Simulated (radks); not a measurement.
Results of a calculation; reference values are marked as such.
Problem. Numerical settings for the fluorine ion F2+, [He] 2s2 2p3. Code: a radial shooting solver on a logarithmic mesh with Libxc functionals. Model: non-relativistic Kohn-Sham, LDA (Slater exchange, Perdew-Wang correlation), spin-polarised, spherical densities, point nucleus; open shells are filled with parallel spins first. The defaults (mesh step 0.008 in ln r, mesh end at 40 bohr or more with all orbitals vanishing there, Anderson mixing 0.5 over 9 steps, residual threshold near 1e-9 with the energy settled to 1e-9 hartree or 1e-11 of itself, here a cap of 61 iterations) give E = -97.1555 hartree and 2p at -51.602 eV in 13 iterations. Times are rough (one thread of a shared host). One setting is changed at a time: mesh step in ln r 0.005; mesh step in ln r 0.05; mesh step in ln r 0.02; mesh end (bohr) 5; mesh end (bohr) 1; residual threshold 1e-05; residual threshold 0.001; mixing 1.5; linear mixing, mixing 0.5; linear mixing, mixing 1; mixing history 3; iteration cap 2. Which runs fail to converge, and which converge to a wrong energy?

Solution. Not converged within the cap: iteration cap 2. Settled on a wrong energy, with an occupied level pushed above zero by the early mesh end: mesh end (bohr) 1 (+15.9 hartree). Apart from these: no run marked as converged misses the energy by more than 1 mhartree.
